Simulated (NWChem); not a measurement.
Program: NWChem. System: H3NOSi, charge 0, spin multiplicity 1, at a geometry optimised with PBE0/def2-SVP. The structure started from a generated list of species. Level: B3LYP/3-21G, VWN1-RPA local correlation.

Part of the output:

```
             Northwest Computational Chemistry Package (NWChem) 7.3.0
             --------------------------------------------------------

                                NWChem Input Module
                                -------------------

 Scaling coordinates for geometry "geometry" by  1.889725989
 (inverse scale =  0.529177249)

 Turning off AUTOSYM since
 SYMMETRY directive was detected!

                             Geometry "geometry" -> ""
                             -------------------------

 Output coordinates in angstroms (scale by  1.889725989 to convert to a.u.)

  No.       Tag          Charge          X              Y              Z
 ---- ---------------- ---------- -------------- -------------- --------------
    1 Si                  14.0000    -0.08073000    -0.65003400     0.00000000
    2 O                    8.0000    -1.32230600     0.47379500     0.00000000
    3 H                    1.0000    -1.13459400     1.41940100     0.00000000
    4 N                    7.0000     1.31884400     0.36459400     0.00000000
    5 H                    1.0000     1.36233800     1.38112600     0.00000000
    6 H                    1.0000     2.24902100    -0.04257000     0.00000000

 Effective nuclear repulsion energy (a.u.)     102.2467760960

            Nuclear Dipole moment (a.u.)
            ----------------------------
        X                 Y               Z
 ---------------- ---------------- ----------------
     0.0000094486    -0.0000018897     0.0000000000

      Symmetry information
      --------------------

 Group name             Cs
 Group number              2
 Group order               2
 No. of unique centers     6

      Symmetry unique atoms

     1    2    3    4    5    6


 Summary of "ao basis" -> "" (spherical)
 ------------------------------------------------------------------------------
       Tag                 Description            Shells   Functions and Types
 ---------------- ------------------------------  ------  ---------------------
 *                           3-21g                    on all atoms

                                 NWChem DFT Module
                                 -----------------

 Summary of "ao basis" -> "ao basis" (spherical)
 ------------------------------------------------------------------------------
       Tag                 Description            Shells   Functions and Types
 ---------------- ------------------------------  ------  ---------------------
 Si                          3-21g                   7       13   4s3p
 O                           3-21g                   5        9   3s2p
 H                           3-21g                   2        2   2s
 N                           3-21g                   5        9   3s2p

 Summary of "ao basis" -> "ao basis" (spherical)
 ------------------------------------------------------------------------------
       Tag                 Description            Shells   Functions and Types
 ---------------- ------------------------------  ------  ---------------------
 Si                          3-21g                   7       13   4s3p
 O                           3-21g                   5        9   3s2p
 H                           3-21g                   2        2   2s
 N                           3-21g                   5        9   3s2p

      Symmetry analysis of basis
      --------------------------

        a'         30
        a"          7

            General Information
            -------------------
          SCF calculation type: DFT
          Wavefunction type:  closed shell.
          No. of atoms     :     6
          No. of electrons :    32
           Alpha electrons :    16
            Beta electrons :    16
          Charge           :     0
          Spin multiplicity:     1
          Use of symmetry is: on ; symmetry adaption is: on
          Maximum number of iterations: 100
          AO basis - number of functions:    37
                     number of shells:    23
          Convergence on energy requested:  1.00D-06
          Convergence on density requested:  1.00D-05
          Convergence on gradient requested:  5.00D-04

              XC Information
              --------------
[...]
 HOMO         =      -0.264268
 LUMO         =       0.007782

      Symmetry analysis of molecular orbitals - initial
      -------------------------------------------------

  Numbering of irreducible representations:

     1 a'          2 a"

  Orbital symmetries:

     1 a'          2 a'          3 a'          4 a'          5 a'
     6 a'          7 a"          8 a'          9 a'         10 a'
    11 a'         12 a'         13 a"         14 a'         15 a"
    16 a'         17 a"         18 a'         19 a'         20 a'
    21 a'         22 a'         23 a'         24 a"         25 a'
    26 a'

------------------------------------------------------------
EAF file 0: "./mol.aoints.0" size=524288 bytes
------------------------------------------------------------
               write      read    awrite     aread      wait
               -----      ----    ------     -----      ----
     calls:        1         0         0         0         0
   data(b): 5.24e+05  0.00e+00  0.00e+00  0.00e+00
   time(s): 0.00e+00  0.00e+00  0.00e+00  0.00e+00  0.00e+00
rate(mb/s): 0.00e+00  0.00e+00
------------------------------------------------------------

   convergence    iter        energy       DeltaE   RMS-Dens  Diis-err    time
 ---------------- ----- ----------------- --------- --------- ---------  ------
 d= 0,ls=0.0,diis     1   -418.9991362199 -5.21D+02  2.87D-02  6.10D-01     0.2
 d= 0,ls=0.0,diis     2   -418.9344119998  6.47D-02  1.78D-02  1.31D+00     0.3
 d= 0,ls=0.0,diis     3   -419.0613466171 -1.27D-01  5.05D-03  5.03D-02     0.3
 d= 0,ls=0.0,diis     4   -419.0633708499 -2.02D-03  2.52D-03  2.70D-02     0.4
 d= 0,ls=0.0,diis     5   -419.0663268120 -2.96D-03  2.76D-04  8.86D-05     0.4
  Resetting Diis
 d= 0,ls=0.0,diis     6   -419.0663387800 -1.20D-05  6.63D-05  3.13D-06     0.5
 d= 0,ls=0.0,diis     7   -419.0663393847 -6.05D-07  1.32D-05  6.53D-08     0.6
 d= 0,ls=0.0,diis     8   -419.0663393744  1.02D-08  6.20D-06  1.99D-07     0.6

         Total DFT energy =     -419.066339374449
      One electron energy =     -782.000847094581
           Coulomb energy =      298.212683655661
    Exchange-Corr. energy =      -37.524952031548
 Nuclear repulsion energy =      102.246776096019

 Numeric. integr. density =       31.999999529634

     Total iterative time =      0.5s

                  Occupations of the irreducible representations
                  ----------------------------------------------

                     irrep           alpha         beta
                     --------     --------     --------
                     a'               13.0         13.0
                     a"                3.0          3.0

                       DFT Final Molecular Orbital Analysis
                       ------------------------------------

 Vector   14  Occ=2.000000D+00  E=-3.149026D-01  Symmetry=a'
              MO Center= -1.2D+00,  4.1D-01, -1.1D-14, r^2= 1.3D+00
   Bfn.  Coefficient  Atom+Function         Bfn.  Coefficient  Atom+Function
  ----- ------------  ---------------      ----- ------------  ---------------
    20      0.536100  2 O  px                16      0.465184  2 O  px
    19     -0.233678  2 O  s                 30     -0.194816  4 N  s
    27      0.132568  4 N  px                31      0.131625  4 N  px
     8      0.091271  1 Si py                 7     -0.089371  1 Si px
    11      0.085562  1 Si px                36      0.078840  6 H  s

 Vector   15  Occ=2.000000D+00  E=-2.629330D-01  Symmetry=a"
              MO Center=  6.3D-01,  3.6D-01,  7.9D-16, r^2= 2.0D+00
   Bfn.  Coefficient  Atom+Function         Bfn.  Coefficient  Atom+Function
  ----- ------------  ---------------      ----- ------------  ---------------
    33      0.538460  4 N  pz                29      0.418500  4 N  pz
    22     -0.328327  2 O  pz                18     -0.268212  2 O  pz
    13      0.074559  1 Si pz                 9      0.073499  1 Si pz
     5     -0.040152  1 Si pz

 Vector   16  Occ=2.000000D+00  E=-2.304520D-01  Symmetry=a'
              MO Center= -5.7D-02, -1.0D+00, -9.8D-15, r^2= 2.2D+00
   Bfn.  Coefficient  Atom+Function         Bfn.  Coefficient  Atom+Function
  ----- ------------  ---------------      ----- ------------  ---------------
    10      0.624196  1 Si s                  8     -0.300197  1 Si py
    30     -0.287079  4 N  s                  6      0.275285  1 Si s
    12     -0.257239  1 Si py                 2     -0.243138  1 Si s
    19     -0.221570  2 O  s                  4      0.157930  1 Si py
    31      0.143908  4 N  px                35      0.127832  5 H  s

 Vector   17  Occ=0.000000D+00  E=-1.411540D-02  Symmetry=a"
              MO Center= -3.9D-02, -4.9D-01, -2.7D-16, r^2= 2.8D+00
   Bfn.  Coefficient  Atom+Function         Bfn.  Coefficient  Atom+Function
  ----- ------------  ---------------      ----- ------------  ---------------
    13      0.660969  1 Si pz                 9      0.430095  1 Si pz
    33     -0.347844  4 N  pz                22     -0.288138  2 O  pz
    29     -0.223258  4 N  pz                18     -0.206298  2 O  pz
     5     -0.202327  1 Si pz

 Vector   18  Occ=0.000000D+00  E= 6.032503D-02  Symmetry=a'
              MO Center= -3.6D-01, -2.5D-01, -6.8D-18, r^2= 4.1D+00
   Bfn.  Coefficient  Atom+Function         Bfn.  Coefficient  Atom+Function
  ----- ------------  ---------------      ----- ------------  ---------------
    11      0.866487  1 Si px                19      0.833667  2 O  s
    24     -0.462048  3 H  s                 30     -0.451023  4 N  s
     7      0.291997  1 Si px                12     -0.235787  1 Si py
    35      0.219239  5 H  s                  3     -0.140640  1 Si px
    20      0.140875  2 O  px                23     -0.110179  3 H  s

 Vector   19  Occ=0.000000D+00  E= 7.956170D-02  Symmetry=a'
              MO Center=  7.1D-01,  6.6D-01,  4.0D-16, r^2= 4.2D+00
   Bfn.  Coefficient  Atom+Function         Bfn.  Coefficient  Atom+Function
  ----- ------------  ---------------      ----- ------------  ---------------
    30      1.235721  4 N  s                 35     -0.675891  5 H  s
    37     -0.538698  6 H  s                 12     -0.458503  1 Si py
    24     -0.437455  3 H  s                 19      0.378063  2 O  s
    10     -0.299063  1 Si s                 11     -0.286846  1 Si px
    21      0.237955  2 O  py                20      0.174582  2 O  px

 center of mass
 --------------
 x =  -0.07573765 y =  -0.08434826 z =   0.00000000

 moments of inertia (a.u.)
 ------------------
          75.373254834561           6.255757381077           0.000000000000
           6.255757381077         216.667600495451           0.000000000000
           0.000000000000           0.000000000000         292.040855330012

     Multipole analysis of the density
     ---------------------------------

     L   x y z        total         alpha         beta         nuclear
     -   - - -        -----         -----         ----         -------
     0   0 0 0     -0.000000    -16.000000    -16.000000     32.000000

     1   1 0 0      0.969736      0.484863      0.484863      0.000009
     1   0 1 0      1.186630      0.593316      0.593316     -0.000002
     1   0 0 1      0.000000      0.000000      0.000000      0.000000

     2   2 0 0    -18.295015    -70.669800    -70.669800    123.044586
     2   1 1 0     -0.358682      1.134918      1.134918     -2.628519
     2   1 0 1      0.000000      0.000000      0.000000      0.000000
     2   0 2 0    -17.434281    -31.154128    -31.154128     44.873974
     2   0 1 1      0.000000      0.000000      0.000000      0.000000
     2   0 0 2    -18.639731     -9.319865     -9.319865      0.000000

 Task  times  cpu:        0.6s     wall:        0.6s

 Total times  cpu:        0.6s     wall:        0.6s
```

Q: Write an NWChem input that would produce this output.

A: This is not unique; one that fits is 
```
start mol
memory heap 200 mb stack 900 mb global 1100 mb
geometry units angstroms nocenter noautoz
  Si    -0.080730    -0.650034     0.000000
  O     -1.322306     0.473795     0.000000
  H     -1.134594     1.419401     0.000000
  N      1.318844     0.364594     0.000000
  H      1.362338     1.381126     0.000000
  H      2.249021    -0.042570     0.000000
  symmetry group Cs
end
basis spherical
  * library 3-21g
end
dft
  xc b3lyp
  semidirect memsize 60000000 filesize 0
  iterations 100
end
task dft energy
```
